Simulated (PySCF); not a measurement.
CH8N2OSi. Atoms are numbered in the order given.

```xyz
13

C      2.0500    -0.5758     1.1112
N      1.1737     0.1881     0.2477
Si    -0.5248    -0.0120     0.0519
N     -1.1385     1.5182    -0.4215
O     -1.0855    -1.0105    -1.1721
H      1.4528    -1.1021     1.8733
H      2.7639     0.0700     1.6548
H      2.6424    -1.3440     0.5760
H      1.6570     0.7404    -0.4553
H     -0.9651    -0.6270     1.3437
H     -2.0187     1.5974    -0.9180
H     -0.8819     2.3703     0.0624
H     -1.1652    -1.9417    -0.9376
```

Geometry optimised at B3LYP-D3(BJ)/def2-SVP. The structure was generated by enumeration; whether it is a known compound was not checked. Other conformers were not sampled.

Computed with HF/pcSseg-1 (PySCF).

GIAO shieldings, no solvent; atoms listed in one row are averaged. δ = σ(ref) − σ: ¹³C against TMS (σ = 192.6 ppm); ¹⁵N against NH3 (σ = 267.3 ppm); ²⁹Si against TMS (σ = 393.8 ppm); ¹⁷O against H2O (σ = 333.0 ppm); ¹H against TMS (σ = 31.99 ppm), references at their B3LYP-D3(BJ)/def2-TZVP geometries, non-relativistic.

Computed chemical shifts:
```
nucleus       atoms  count  δ (ppm)
-------  ----------  -----  -------
¹³C              C1      1     28.6
¹⁵N              N2      1     28.2
¹⁵N              N4      1     14.3
²⁹Si            Si3      1    -37.2
¹⁷O              O5      1     47.8
¹H              H10      1     4.31
¹H       H6, H7, H8      3     2.79
¹H              H13      1     1.92
¹H              H11      1     1.05
¹H               H9      1     0.74
¹H              H12      1     0.73
```
